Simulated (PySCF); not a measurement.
Species: C₂H₈AlN, net charge 0, singlet state. SMILES: [Al]([NH2])([CH3])[CH3]
Geometry from a B3LYP-D3(BJ)/def2-TZVP (Ansatz) optimisation:
```
Al
N 1 1.7776
H 2 1.0083 1 125.04
H 2 1.0083 3 109.91 1 180.00
C 1 1.9574 2 118.40 3 0.05
H 5 1.0924 1 112.70 2 -0.61
H 5 1.0943 6 107.53 1 122.96
H 5 1.0944 6 107.50 7 114.15
C 1 1.9574 2 118.40 3 -179.95
H 9 1.0924 1 112.70 2 -0.61
H 9 1.0943 10 107.53 1 122.96
H 9 1.0944 10 107.50 11 114.15
```

Dispersion corrections to the total energy (kcal/mol) from the dftd3 and dftd4 libraries through PySCF: D3(BJ) without and D4 with the three-body term, each with the damping fitted for the functional named.

```tsv
functional	D3(BJ)	D4
HF	-36.69	-14.83
B3LYP	-7.93	-6.88
CAM-B3LYP	-3.69	[?]
revPBE	[?]	-12.85
B2PLYP	-3.81	-3.01
LC-wPBE	-4.37	-4.79
TPSSh	[?]	-5.26
```

What belongs in the gaps?


- CAM-B3LYP, D4: -3.73
- revPBE, D3(BJ): -11.05
- TPSSh, D3(BJ): -5.27
